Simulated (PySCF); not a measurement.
Can point charges reproduce the dipole moment of `N#C[Si@@H]([SiH3])C1CC1`?

Coordinates (PBE0-D3(BJ)/def2-SVP, Å) and charges (e) from the PBE0/pcSseg-1 density (PySCF):

```tsv
atom	x	y	z	Mulliken	IAO	Hirshfeld	ESP-fitted
N1	1.540	3.502	-0.755	-0.2102	-0.1993	-0.2022	-0.3993
C2	1.159	2.408	-0.693	-0.1862	-0.1529	-0.0392	+0.2297
Si3	0.587	0.638	-0.560	+0.5472	+0.6233	+0.3101	+0.1039
Si4	2.519	-0.685	-0.427	+0.2405	+0.2805	+0.2231	+0.2033
C5	-0.513	0.463	0.930	-0.5356	-0.4179	-0.1320	-0.1539
C6	-1.983	0.792	0.843	-0.1965	-0.2681	-0.0777	-0.3318
C7	-1.555	-0.632	0.959	-0.2143	-0.2731	-0.0800	-0.2913
H8	-0.195	0.357	-1.801	-0.0349	-0.0931	-0.0626	+0.0003
H9	2.119	-2.121	-0.305	-0.0583	-0.0906	-0.0688	-0.0615
H10	3.361	-0.505	-1.647	-0.0460	-0.0830	-0.0639	-0.0464
H11	3.300	-0.290	0.784	-0.0514	-0.0846	-0.0654	-0.0539
H12	-0.030	0.687	1.887	+0.1668	+0.1591	+0.0507	+0.1599
H13	-2.382	1.136	-0.116	+0.1468	+0.1472	+0.0508	+0.1642
H14	-2.441	1.272	1.711	+0.1452	+0.1550	+0.0551	+0.1674
H15	-1.712	-1.148	1.909	+0.1444	+0.1537	+0.0535	+0.1495
H16	-1.662	-1.278	0.082	+0.1425	+0.1438	+0.0485	+0.1599
```

Task: What dipole does each set of charges give (1 e·Å = 4.803 D), and what does the density give?

Result: The full density gives (-1.79, -3.66, 1.07) D, 4.21 D in size; dipole vectors point from the negative to the positive end.

| scheme | μx | μy | μz | size (D) | share of the full size (%) | angle to the full dipole (°) |
| --- | --- | --- | --- | --- | --- | --- |
| Mulliken | -1.20 | -4.81 | -0.19 | 4.96 | 118 | 21 |
| IAO | -1.00 | -3.63 | 0.15 | 3.77 | 89 | 16 |
| Hirshfeld | -1.25 | -2.96 | 0.60 | 3.27 | 78 | 5 |
| ESP-fitted | -1.81 | -3.68 | 1.03 | 4.22 | 100 | 1 |

Task: Which set comes closest?

Result: Length of the difference vector: ESP-fitted 0.05 D, Hirshfeld 1.01 D, IAO 1.22 D, Mulliken 1.81 D. Closest: ESP-fitted. The schemes that divide the density aren't constrained to reproduce the dipole.

Task: What is left for the Hirshfeld atoms' own dipoles?

Result: The shares of the density sum to the whole, so what Σ q r misses lies in dipoles about the nuclei. The atomic dipoles sum to (-1.79, -3.66, 1.07) − (-1.25, -2.96, 0.60) = (-0.54, -0.70, 0.47) D, 1.01 D in size.

Task: With the origin at the mean of the coordinates, (0.132, 0.287, 0.175) Å, which are the largest single terms, by size, of the Hirshfeld dipole along the direction of the full one?

Result: N1 +3.52, Si3 -1.02, C7 -0.66, H15 +0.64, H16 +0.49 D; all 16 atoms together +3.25 D. The single terms depend on the origin, their sum doesn't.

Task: Give the size of the full dipole in other units.

Result: 4.21 D = 1.657 au = 0.877 e·Å = 14.05 × 10⁻³⁰ C·m.

One conformer (not necessarily the lowest) at the PBE0-D3(BJ)/def2-SVP geometry, without solvent, vibrations or thermal averaging.

The values belong to the conformer `[N:1]#[C:2][Si@@H:3]([SiH3:4])[CH:5]1[CH2:6][CH2:7]1`: C2–Si3–C5–C6 84°.
